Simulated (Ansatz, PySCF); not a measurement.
H7NO2Si2, SMILES N[Si](O)(O)[SiH3]. Atoms are numbered in the order given.

```xyz
12

N      1.8058     0.6197     0.3680
Si     0.3117    -0.2330     0.1144
O      0.5907    -1.3051    -1.1355
O     -0.0882    -0.9236     1.5817
Si    -1.5856     0.9678    -0.5284
H      1.8877     1.2455     1.1676
H      2.2881     1.0206    -0.4347
H      1.4342    -1.7806    -1.0927
H      0.6470    -1.3379     2.0584
H     -1.3247     1.6775    -1.8150
H     -2.7820     0.0976    -0.7054
H     -1.9033     2.0022     0.4992
```

Geometry: TPSSh-D3(BJ)/def2-SVP. The structure was generated by enumeration, and PubChem lists no compound with its InChIKey, so it may never have been made. One conformer was computed; it need not be the lowest.

Two levels are set side by side: PBE-D3(BJ)/def2-SVP (Ansatz, an electronic-structure program) and TPSSh-D3(BJ)/def2-SVP (PySCF). Each level has its own optimised geometry; the coordinates shown are those of the second. Frequencies come from the Hessian of PySCF at each geometry. Differences are taken from unrounded values.

| quantity | TPSSh-D3(BJ) | PBE-D3(BJ) | PBE-D3(BJ) minus TPSSh-D3(BJ) |
|---|---|---|---|
| mean bond length (Å) | 1.442 | 1.452 | 0.009 |
| bond N1–Si2 (Å) | 1.739 | 1.748 | 0.009 |
| bond Si2–O3 (Å) | 1.670 | 1.681 | 0.010 |
| bond Si2–O4 (Å) | 1.670 | 1.681 | 0.010 |
| bond Si2–Si5 (Å) | 2.336 | 2.341 | 0.005 |
| bond N1–H6 (Å) | 1.019 | 1.024 | 0.006 |
| bond N1–H7 (Å) | 1.019 | 1.024 | 0.006 |
| bond O3–H8 (Å) | 0.969 | 0.975 | 0.006 |
| bond O4–H9 (Å) | 0.969 | 0.975 | 0.006 |
| bond Si5–H10 (Å) | 1.492 | 1.507 | 0.015 |
| bond Si5–H11 (Å) | 1.490 | 1.505 | 0.015 |
| bond Si5–H12 (Å) | 1.492 | 1.507 | 0.015 |
| highest harmonic wavenumber (cm⁻¹) | 3804 | 3726 | -78 |
| mean harmonic wavenumber (cm⁻¹) | 1166 | 1133 | -33 |
| zero-point energy (kcal/mol) | 50.01 | 48.58 | -1.42 |

Exact exchange shortens and stiffens bonds; PBE has none. Differences between two approximate levels are no errors against the true value.
